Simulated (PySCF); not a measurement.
Species: C5H7F2NOSi.
Structure used (PBE0-D3(BJ)/def2-SVP), in Å, numbered top down from 1:
```
atom  x, y, z in Å
N1    -1.086    0.484   -2.683
C2    -0.860    0.234   -1.575
C3    -0.538   -0.077   -0.193
C4    -1.762   -0.640    0.516
F5    -1.435   -0.976    1.781
F6    -2.719    0.311    0.573
C7     0.709   -0.987   -0.101
C8     1.944   -0.102   -0.262
O9     1.762    1.068    0.509
Si10   0.161    1.532    0.652
H11   -2.187   -1.530    0.019
H12    0.716   -1.443    0.900
H13    0.686   -1.794   -0.850
H14    2.849   -0.622    0.088
H15    2.098    0.161   -1.324
H16   -0.167    2.747   -0.136
H17   -0.238    1.677    2.075
```

Linear response at B3LYP/def2-SVPD (PySCF, frozen core in the response, non-relativistic).

Static isotropic polarisability: 88.85 au (13.17 Å³), principal values 83.7, 87.4, 95.5 au.

Q: What is the polarisability at 1064 nm and at the sodium D line?

A: 89.50 au at 1064 nm (+0.7 %), 91.02 au at 589.3 nm (+2.4 %). The rise at 589.3 nm is 3.34 times that at 1064 nm; a pure ω² law gives 3.26. The lowest singlet lies at 185 nm, shorter than both wavelengths.

Q: What is the isotropic C6 coefficient between two such molecules, C6 = (3/π)∫α(iω)² dω?

A: 3469 au (Eh·bohr⁶) by a ten-point quadrature over imaginary frequencies, which is 2070 eV·Å⁶ or 200 J·nm⁶/mol.

Q: Which effective excitation energy ω̄ makes London's formula C6 = (3/4)α²ω̄ exact here?

A: ω̄ = 4·C6/(3α²) = 0.586 Eh = 15.9 eV. A one-pole form α(ω) = α/(1 − ω²/ω̄²) fitted to the 1064 nm value gives 13.7 eV. London's choice of the ionisation energy (10.41 eV, ΔSCF at the same level) gives C6 = 2270 au, 35 % too low.

Q: How many electrons N does the Slater–Kirkwood formula C6 = (3/4)·√N·α^(3/2) need to give this C6?

A: N = (4·C6/3)²/α³ = 30.5; the species has 84 electrons in all.

Q: The lowest 10 singlets have (eV, f): 6.69, 0.008; 6.92, 0.008; 7.24, 0.005; 7.39, 0.001; 7.47, 0.019; 7.56, 0.019; 7.72, 0.003; 7.77, 0.031; 7.97, 0.034; 8.04, 0.016. What share of the static polarisability do they carry in the sum over states α = Σ f/ω²?

A: 1.85 au, 2.1 % of α; the largest term, 0.39 au, is that of the state at 7.97 eV. Their oscillator strengths add up to 0.15. Higher states carry the rest.

Q: What molar refraction at the D line follows from R = (4π/3)·N_A·α′, with α′ the polarisability volume?

A: α′ = 13.49 Å³ gives R = 34.03 cm³/mol, for isolated, non-vibrating species.

Q: How anisotropic is the static polarisability, by Δα² = ½[(α1 − α2)² + (α2 − α3)² + (α3 − α1)²]?

A: Δα = 10.5 au, or 0.12 of the isotropic value.

One conformer stands for the species.
